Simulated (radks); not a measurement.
Task: These are the eigenvalues of the occupied orbitals of an atom or ion with whole-number occupations (eV). Calculated with a radial shooting solver on a logarithmic mesh with Libxc functionals: non-relativistic Kohn-Sham, PBE, spin-polarised, spherical densities, point nucleus.

1s down: -45714.92
1s up: -45714.90
2s up: -7388.911
2s down: -7388.848
2p up: -7031.675
2p down: -7031.648
3s up: -1749.530
3s down: -1746.815
3p up: -1591.176
3p down: -1588.703
3d up: -1296.058
3d down: -1294.275
4s up: -472.6467
4s down: -467.5337
4p up: -410.9141
4p down: -405.8228
4d up: -300.9024
4d down: -295.8485
5s up: -178.0750
5s down: -175.3108
4f up: -165.5208

Which element is it, and in what charge state? The configuration may be excited. Open shells, if any, are filled with parallel spins first.

Result: Z = 63, europium, charge +10: Eu10+ in [Kr] 4d10 4f5 5s2. The list shows which subshells hold electrons but not how many an open one holds; the 1s level, -1680 hartree, gives Z - s = 58.0 by -(Z - s)^2/2, which with screening narrows Z to a few neighbours, and the depths of the outer levels then fix element, charge and occupations together.
